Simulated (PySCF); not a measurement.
Gas-phase reaction: 4 In(CH3)3 = 4 InH3 + 3 CH4 + 3 C3H4 (propyne). Level: ωB97X-V/def2-TZVP†; standard pressure 1 bar.

Energies from PySCF, thermal terms from the rigid-rotor harmonic-oscillator model, ideal gas at 1 bar. † marks an energy on the PBE0/def2-TZVP geometry and frequencies. All species are closed-shell singlets. In: scalar-relativistic def2 core potential, no spin-orbit coupling. Methyl groups turn as free rotors in In(CH3)3. InH3: computed as isolated molecules; such fragments, hydroxides, amides, oligomers or adducts are transient or little studied in the gas. The harmonic model lacks anharmonicity and excited electronic states, which grow with temperature; levels with a mode under 35 cm⁻¹ are left out. Soft modes under 120 cm⁻¹ make the harmonic entropy rough for In(CH3)3.

```tsv
T (K)	1000/T (1/K)	log10 K
1000	1.0000	-5.76
1200	0.8333	1.52
1400	0.7143	?
1600	0.6250	10.56
1800	0.5556	13.54
2000	0.5000	15.92
```

### Question
Fit log10 K = a + b·(1000/T) to the five rows, get the mean ΔH° and ΔS°, and predict log10 K at 1400 K.

### Answer
Means: 1000/T = 0.7028, log10 K = 7.156. Sums of products about the means: Sxy = -7.55603, Sxx = 0.174207, so b = Sxy/Sxx = -43.37 and a = 7.156 − (-43.37)×0.7028 = 37.64.
ΔH° = −R ln 10 × 1000 K × b = −19.145 × (-43.37) = 830 kJ; ΔS° = R ln 10 × a = 721 J/K. The run's own values go from 837 kJ and 727 J/K at 1000 K to 814 kJ and 712 J/K at 2000 K.
Prediction at 1400 K: 37.64 + (-43.37)×0.7143 = 6.66. The computed value is 6.69, 0.03 from the line.
For scale, ΔH°(298 K) is 841 kJ at this level, 814 kJ at ωB97M-V/def2-TZVP†, and runs from 582 to 965 kJ over the 15 levels computed.
